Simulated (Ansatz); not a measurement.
Computed with Ansatz on PBE0-D4/def2-TZVP structures; ΔE is electronic, products minus reactants. CCSD(T)/CBS adds triple-zeta CCSD(T) − MP2 to the extrapolated MP2 energy (def2 sets, frozen cores). This one scheme is used for every species. Functionals use def2-TZVPP. For Ge outer-core shells are correlated without core-valence functions, which leaves a few kJ/mol of doubt a bond. Scalar relativity is left out up to krypton. Each species was taken in one conformer, which may not be the lowest.

Consider the ligand exchange at a Ge–S bond: `CO[SiH2][S][GeH3]` + HCl → `[Cl][GeH3]` + `CO[SiH2]S`.

`CO[SiH2][S][GeH3]`:

Z-matrix (Å, degrees):
```
C
O 1 1.410
H 1 1.091 2 108.2
H 1 1.095 2 111.1 3 -119.1
H 1 1.096 2 111.7 3 119.4
Si 2 1.642 1 123.2 3 -164.4
S 6 2.113 2 108.3 1 163.2
H 6 1.489 2 107.8 1 41.9
H 6 1.486 2 112.4 1 -79.1
Ge 7 2.232 6 96.4 2 -51.4
H 10 1.535 7 105.8 6 -155.0
H 10 1.533 7 110.0 6 85.5
H 10 1.537 7 109.0 6 -35.9
```

HCl:

```xyz
2

Cl   -0.428   -0.469   -0.074
H     0.428    0.469    0.074
```

`[Cl][GeH3]`:

```xyz
5

Cl    1.267    1.238    0.916
Ge   -0.102   -0.100   -0.074
H    -0.125    0.293   -1.554
H    -1.472    0.089    0.584
H     0.432   -1.521    0.127
```

`CO[SiH2]S`:

Cartesian coordinates in Å:
```
C -0.560 1.501 -0.499
O -0.437 0.099 -0.591
Si 0.675 -0.748 0.267
S 0.311 -2.826 0.062
H -1.470 1.797 -1.023
H -0.634 1.834 0.543
H 0.291 2.007 -0.968
H 0.602 -0.321 1.690
H 2.050 -0.543 -0.254
H -0.829 -2.799 0.773
```

| level | ΔE (kJ/mol) |
| --- | --- |
| PBE0-D4 | -14.8 |
| MP2/CBS(def2) | -11.6 |

What does CCSD(T)/CBS give? (Estimate.)

Computed: -14.0 kJ/mol. The listed levels differ from it by -0.8, 2.4 kJ/mol.

Largest T1 diagnostic among the species: 0.011.

In def2-TZVPP, CCSD(T) changes the Hartree–Fock value by +22.0 kJ/mol (the triples alone add +3.3 kJ/mol) and MP2 by +24.4 kJ/mol. The D4 term adds +11.0 kJ/mol with B3LYP and +6.3 kJ/mol with PBE0; it sums over pairs of atoms, weighted by their polarisabilities, and B3LYP, whose exchange is more repulsive, gets the larger term.

B3LYP here is the variant with VWN-RPA as its local correlation; programs differ in this.
